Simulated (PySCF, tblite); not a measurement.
Isomers of C3H10NSi2 (doublet state), one GFN2-xTB conformer each. Single-point energies are computed at B3LYP/pcH-1 (PySCF, gas phase, no added dispersion term), electronic only. GFN2-xTB treats the open shell by occupation alone, and not every SCF solution was tested for stability.

Question: Rank them by B3LYP/pcH-1 energy, lowest first (kcal/mol).
A. `[CH3:1][Si:2]1[CH2:3][CH2:4][SiH2:5][NH:6]1` (doublet state) with C1–Si2–C3–C4 144°, Si2–C3–C4–Si5 -36°, C3–C4–Si5–N6 28°, C4–Si5–N6–Si2 -8°
B. `[CH3:1][Si@@H:2]1[CH:3][CH2:4][SiH2:5][NH:6]1` (doublet state) with C1–Si2–C3–C4 -141°, Si2–C3–C4–Si5 33°, C3–C4–Si5–N6 -27°, C4–Si5–N6–Si2 13°
C. `[NH2:1][Si@H:2]1[CH2:3][CH2:4][CH2:5][SiH:6]1` (doublet state) with H–N1–Si2–C3 53° and -172°, N1–Si2–C3–C4 85°, Si2–C3–C4–C5 51°, C3–C4–C5–Si6 -53°, C4–C5–Si6–Si2 30°
D. `[NH2:1][Si@@H:2]1[CH2:3][CH2:4][CH:5][SiH2:6]1` (doublet state) with H–N1–Si2–C3 49° and -175°, N1–Si2–C3–C4 -89°, Si2–C3–C4–C5 -37°, C3–C4–C5–Si6 18°, C4–C5–Si6–Si2 6°
E. `[CH2:1][Si@H:2]1[CH2:3][CH2:4][SiH2:5][NH:6]1` (doublet state) with H–C1–Si2–C3 94° and -83°, C1–Si2–C3–C4 145°, Si2–C3–C4–Si5 -37°, C3–C4–Si5–N6 29°, C4–Si5–N6–Si2 -10°
F. `[NH:1][Si@H:2]1[CH2:3][CH2:4][CH2:5][SiH2:6]1` (doublet state) with H–N1–Si2–C3 159°, N1–Si2–C3–C4 134°, Si2–C3–C4–C5 -55°, C3–C4–C5–Si6 54°, C4–C5–Si6–Si2 -27°
G. `[NH2:1][Si:2]1[CH2:3][CH2:4][CH2:5][SiH2:6]1` (doublet state) with H–N1–Si2–C3 175° and 30°, N1–Si2–C3–C4 151°, Si2–C3–C4–C5 -54°, C3–C4–C5–Si6 52°, C4–C5–Si6–Si2 -23°

Answer: A (0.0), B (7.4), E (12.3), G (24.0), C (25.3), D (34.1), F (45.7).

As drawn, the highest has an Si–Si bond, which the lowest lacks. Neighbours under 5.0 kcal/mol apart (C[Si@@H]1[CH]C[SiH2]N1 and [CH2][Si@H]1CC[SiH2]N1; N[Si]1CCC[SiH2]1 and N[Si@H]1CCC[SiH]1) can change places with a better method, another conformer or zero-point energy. GFN2-xTB itself gives, in the same order: 0.0, 7.8, 15.9, 15.5, 17.5, 33.4, 18.7. Both levels put the same isomer lowest; measured from each level's own lowest isomer, the values differ by up to 27.0 kcal/mol ([NH][Si@H]1CCC[SiH2]1: 18.7 against 45.7).

Question: What happens when harmonic zero-point energies from GFN2-xTB frequencies are added?

Answer: 
```
                SMILES  ZPE (kcal/mol)  electronic (kcal/mol)  with ZPE (kcal/mol)
      C[Si]1CC[SiH2]N1            77.8                    0.0                  0.0
C[Si@@H]1[CH]C[SiH2]N1            74.3                    7.4                  3.9
[CH2][Si@H]1CC[SiH2]N1            74.1                   12.3                  8.6
      N[Si]1CCC[SiH2]1            78.2                   24.0                 24.4
     N[Si@H]1CCC[SiH]1            78.2                   25.3                 25.6
N[Si@@H]1CC[CH][SiH2]1            74.5                   34.1                 30.8
 [NH][Si@H]1CCC[SiH2]1            75.8                   45.7                 43.7
```

The zero-point energies span 4.1 kcal/mol. The order is unchanged.
